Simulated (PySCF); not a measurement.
## A run with a changed setting

The sound run of Pb(NH2)2 (singlet) uses PySCF 2.14.0, RKS B3LYP, Pb def2-SVP with ECP60, N def2-SVP, H def2-SVP; non-relativistic Hamiltonian with scalar-relativistic core potentials where named; density fitting; no spin-orbit coupling, grid (50, 194), threshold 1e-8 and 55 cycles at the relaxed geometry. This run, with dm0 from free metal ions and neutral atoms, differs:

```python
mol = gto.M(atom='''
Pb     0.06724    -1.37565     0.01235
N     -0.26924     0.10587     1.54900
H     -0.16576     1.10934     1.40828
H     -0.18811    -0.11587     2.53926
N      0.24753     0.10596    -1.55068
H      0.17700    -0.14181    -2.53550
H      0.01981     1.09011    -1.42270''',
    basis={'Pb': 'def2-SVP', 'N': 'def2-SVP', 'H': 'def2-SVP'},
    ecp={'Pb': 'def2-SVP'},
    charge=-3, spin=0)
mf = dft.RKS(mol, xc='B3LYP')
mf.grids.atom_grid = (50, 194)
mf = mf.density_fit()  # fitting sets: Pb def2-universal-JKFIT, N def2-universal-JKFIT, H def2-universal-JKFIT
mf.conv_tol = 1e-08; mf.max_cycle = 61
mf.kernel(dm0)
```

Q: What was changed, and how did it end?

A: The charge was changed. The program refused it. The cycle limit differs too. These settings are unsound on purpose: the numbers aren't the compound's.
```
RuntimeError: Electron number 43 and spin 0 are not consistent
Note mol.spin = 2S = Nalpha - Nbeta, not 2S+1
```

Run from Python with OMP_NUM_THREADS=2; the lines above give its settings.
